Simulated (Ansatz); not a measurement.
Born–Oppenheimer molecular dynamics of BrCl2H4HfNO (10 atoms, charge 0, multiplicity 1). It starts at the highest image of a converged band. Of that band: Neighbouring images differ by up to 1.3 eV, so the band resolves the path poorly. A vibrational analysis at the climbing image gives one clearly imaginary mode, 1094i cm⁻¹: a first-order saddle point.

All numbers below come from RHF/def2-SVP in Ansatz.

```
ensemble                      : NVE (velocity Verlet)
time step                     : 0.5 fs
steps asked                   : 200
starting velocities drawn for : 100 K
seed                          : 9278
```

First frame:

```xyz
10
Properties=species:S:1:pos:R:3
Hf 0.041 0.138 -0.023
O -0.197 0.262 2.015
H -0.571 -0.236 2.728
N 1.930 -0.015 -0.711
H 2.281 -0.784 -1.257
H 2.662 0.662 -0.582
Cl -1.409 1.510 -1.338
Cl -0.736 -2.081 -0.383
Br 1.190 2.667 1.490
H 0.438 1.459 2.167
```

(1) How far do the bonds stretch over the last three quarters of this one trajectory? (Pairs bonded in most of those frames.)

## Answers

(1) 
```
   bond  mean (Å)  spread (Å)  shortest  longest
 Hf1–O2     2.325       0.081      2.14     2.43
 Hf1–N4     1.997       0.009      1.98     2.02
Hf1–Cl7     2.374       0.023      2.35     2.42
Hf1–Cl8     2.423       0.029      2.35     2.45
Hf1–Br9     3.002       0.191      2.57     3.20
  O2–H3     0.952       0.013      0.92     0.99
 O2–H10     0.978       0.070      0.87     1.10
  N4–H5     1.005       0.010      0.99     1.02
  N4–H6     1.009       0.005      1.00     1.02
```

Pairs bonded in part of these frames only: Hf1–H6 26 %.

Mean temperature of the second half: 858 K. The conserved energy stayed within 0.69 meV per atom of its start (net change -0.5 meV per atom), so the integration is sound. The kinetic energy rose, since the run started high on the potential surface and went downhill. A run of 0.1 ps of so small a system gives no equilibrium averages. The orbitals stay closed-shell, which can raise the energy where a bond breaks towards radicals; this wasn't checked here.

The run took 14 min on 4 threads of Intel(R) Xeon(R) Platinum 8259CL CPU @ 2.50GHz (Skylake/Cascade Lake), on a shared host, peak memory 0.51 GiB.
